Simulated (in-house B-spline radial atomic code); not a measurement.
# Ionising Ti¹³⁺ with different functionals

Computed with an all-electron radial atomic-structure program (B-spline basis): non-relativistic Hamiltonian, point nucleus, spin-polarised at highest spin, spherical fractional occupations for the functionals. The ionisation energy is the difference of two self-consistent energies, [He] 2s2 2p5 → [He] 2s2 2p4, without Breit or QED terms; ε is the level of the shell that loses the electron (its least bound occupied spin orbital).

Hybrids are left out here: with spherical fractional occupations of an open shell their exact exchange keeps a self-interaction that integer-occupation calculations don't have.

```csv
method,rung,ΔSCF (eV),-ε(2p) (eV)
LDA PW92,LDA,?,?
OLYP,GGA,863.94,826.64
revTPSS,meta-GGA,?,?
M06-L,meta-GGA,864.24,828.03
TPSS,meta-GGA,863.75,826.16
```

Q: What does LDA PW92 give?

A: ΔSCF 862.89 eV, and -ε(2p) = 825.04 eV.

Q: What does revTPSS give?

A: ΔSCF 863.01 eV, and -ε(2p) = 825.49 eV.

Q: Among the functionals, which spreads more, the ΔSCF values or the orbital energies?

A: The orbital energies: ΔSCF values span about 1.35 eV and the orbital energies 3.00 eV.

Q: How do they compare with the NIST value?

A: NIST lists 864 eV ± 1.2 (semi-empirical, ground level to ground level). Errors run from -1.11 to +0.24 eV; all lie within about twice that uncertainty, so the table can't rank the methods.
